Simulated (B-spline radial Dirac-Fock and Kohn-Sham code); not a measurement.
## Successive ionisation energies of ruthenium: Dirac-Fock against NIST

These are calculated numbers from a B-spline atomic structure program; the model is multi-electron Dirac-Fock with separately optimised hole states, Breit and Lamb-shift corrections added in first order. Each value is the difference of the configuration-average energies of two neighbouring ions in their tabulated ground configurations. The model has no electron correlation. NIST's values refer to the lowest levels; many for high charge states are themselves semi-empirical or theoretical. Where a p, d or f shell is open in either ion the computed value averages over both j values and all terms, while the table refers to the lowest levels; that difference holds spin-orbit splitting (largest in heavy or highly charged ions), term energies where several electrons share open shells, and correlation, and it can reach 10 % or more.

```
  ion  configuration  computed (eV)         NIST (eV)            kind  NIST − computed (eV)
Ru³⁵⁺   [He] 2s2 2p5         4984.9          4939 ± 8  semi-empirical                -45.89
Ru³⁶⁺   [He] 2s2 2p4         5176.3         5136 ± 11  semi-empirical                -40.25
Ru³⁷⁺   [He] 2s2 2p3         5370.6         5330 ± 40  semi-empirical                -40.60
Ru³⁸⁺   [He] 2s2 2p2         5567.9          5647 ± 6  semi-empirical                +79.08
Ru³⁹⁺   [He] 2s2 2p1         5768.2          5861 ± 4  semi-empirical                +92.77
Ru⁴⁰⁺       [He] 2s2         6129.9          6137 ± 6  semi-empirical                 +7.11
Ru⁴¹⁺       [He] 2s1         6311.5  6311.721 ± 0.019     theoretical                 +0.20
Ru⁴²⁺            1s2        26227.8  26229.89 ± 0.011     theoretical                 +2.09
Ru⁴³⁺            1s1        27033.7          27033.56     theoretical                 -0.10
```

Q: Where in this range is the largest relative jump, and why?

A: From Ru⁴¹⁺ (6311.5 eV) to Ru⁴²⁺ (26227.8 eV), a factor of 4.16. The configuration goes from [He] 2s1 to 1s2, so the next electron comes out of a deeper subshell.
